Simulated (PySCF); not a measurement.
SMILES F[SiH](F)C[CH2][Ge]([Cl])([Cl])[Cl] (C₂H₅Cl₃F₂GeSi), B3LYP/def2-SVP optimised geometry.

```
14

Si    -1.07     1.85     1.20
F     -0.39     2.69     2.40
F     -0.64     2.56    -0.19
C     -0.41     0.10     1.21
C     -0.88    -0.72     0.00
Ge    -0.19    -2.56     0.00
Cl    -0.85    -3.60     1.78
Cl    -0.88    -3.66    -1.73
Cl     1.98    -2.56     0.00
H     -2.54     1.96     1.33
H      0.69     0.16     1.24
H     -0.72    -0.38     2.16
H     -0.55    -0.27    -0.95
H     -1.98    -0.82    -0.04
```

Density from PySCF 2.14.0 with B3LYP/def2-TZVP at that geometry.

Minimum of the electron density along straight lines between bonded atoms, close to the bond critical point (lines longer than 1.1 times the sum of covalent radii, or with two minima, are not listed):

```csv
bond,length / Å,ρ at the minimum / e bohr⁻³,∇²ρ there / e bohr⁻⁵,position (fraction from the first atom)
Si1–F2,1.617,0.134,0.91,0.42
Si1–F3,1.621,0.132,0.89,0.42
Si1–C4,1.868,0.130,0.13,0.39
C4–C5,1.536,0.235,-0.55,0.49
C5–Ge6,1.961,0.130,0.02,0.52
Ge6–Cl7,2.169,0.103,0.14,0.43
Ge6–Cl8,2.163,0.104,0.14,0.44
Ge6–Cl9,2.167,0.104,0.14,0.43
Si1–H10,1.479,0.129,0.12,0.49
C4–H11,1.104,0.269,-0.89,0.64
C4–H12,1.104,0.269,-0.89,0.64
C5–H13,1.102,0.274,-0.92,0.65
C5–H14,1.103,0.273,-0.91,0.64
```
